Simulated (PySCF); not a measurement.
Bonds (- single, = double, # triple, : aromatic): F1-C2 1.350 Å, C2-F3 1.343 Å, C2-F4 1.351 Å, C2-C5 1.487 Å, C5=C6 1.317 Å, C6-C7 1.441 Å, C7=C8 1.327 Å, C8-C6 1.438 Å. C5 carries H9; C7 carries H10; C8 carries H11.

Geometry: GFN2-xTB; GIAO absolute shieldings from PySCF 2.14, gas phase, non-relativistic, averaged over equivalent atoms.

At PBE0/cc-pVDZ (127 basis functions, 15 s wall time on 1 thread of an Intel Xeon, shared host):
| atoms | σ (ppm) |
| --- | --- |
| F1/F3/F4 | 268.9 |
| C7 | 61.3 |
| C8 | 66.4 |
| C2 | 68.1 |
| C6 | 79.3 |
| C5 | 124.5 |
| H10 | 23.35 |
| H11 | 23.75 |
| H9 | 27.42 |

Q: Estimate the result of repeating the calculation with PBE0/pcSseg-1.

A: 
| atoms | σ at PBE0/pcSseg-1 | change |
| --- | --- | --- |
| F1/F3/F4 | 246.9 | -22.0 |
| C7 | 41.7 | -19.6 |
| C8 | 47.2 | -19.2 |
| C2 | 51.2 | -16.9 |
| C6 | 61.5 | -17.8 |
| C5 | 109.4 | -15.1 |
| H10 | 23.17 | -0.18 |
| H11 | 23.57 | -0.18 |
| H9 | 26.99 | -0.43 |

The largest change is at F1/F3/F4 (fluorine of a CF3 group). Cost: 151 basis functions, 26 s wall time on 1 thread of an Intel Xeon, shared host. The order of the carbon signals is the same at both levels.
